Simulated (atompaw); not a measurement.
**Reading a pseudo-wave (tantalum)**

Columns: radius, all-electron u(r) and pseudo u(r) of the 5d shell (level -4.26 eV) of tantalum in the configuration [Kr] 4d10 4f14 5s2 5p6 5d3 6s1.5 6p0.5; PBE, scalar-relativistic, PAW (atompaw) scheme, atompaw 4.2.0.5.

| r (bohr) | all-electron | pseudo |
| --- | --- | --- |
| 0.115 | 0.1998 | 0.0004 |
| 0.231 | -0.0460 | 0.0035 |
| 0.346 | -0.2811 | 0.0114 |
| 0.462 | -0.2732 | 0.0262 |
| 0.577 | -0.1207 | 0.0491 |
| 0.692 | 0.0731 | 0.0806 |
| 0.808 | 0.2569 | 0.1210 |
| 0.923 | 0.4077 | 0.1687 |
| 1.038 | 0.5231 | 0.2223 |
| 1.154 | 0.6063 | 0.2801 |
| 1.269 | 0.6610 | 0.3387 |
| 1.385 | 0.6936 | 0.3962 |
| 1.500 | 0.7085 | 0.4491 |
| 1.615 | 0.7104 | 0.4956 |
| 1.731 | 0.7026 | 0.5341 |
| 1.846 | 0.6880 | 0.5625 |
| 1.962 | 0.6684 | 0.5807 |
| 2.077 | 0.6457 | 0.5886 |
| 2.192 | 0.6211 | 0.5870 |
| 2.308 | 0.5951 | 0.5771 |
| 2.423 | 0.5688 | 0.5608 |
| 2.538 | 0.5425 | 0.5398 |
| 2.654 | 0.5162 | 0.5157 |
| 2.769 | 0.4906 | 0.4907 |
| 2.885 | 0.4654 | 0.4654 |
| 3.000 | 0.4412 | 0.4412 |

**Question.** How many radial nodes do the two functions have?

**Answer.** The all-electron 5d function has n − l − 1 = 2; the pseudo-wave has 0, since the states of the same l below it are removed with the core.

**Question.** Where does each function peak?

**Answer.** Outermost all-electron maximum near 1.61 bohr, pseudo maximum near 2.08 bohr (to the table’s step).

**Question.** Is the pseudo-wave norm-conserving?

**Answer.** No, it belongs to a PAW set: the norm inside the radius is not constrained, and the difference is carried by the augmentation charge.
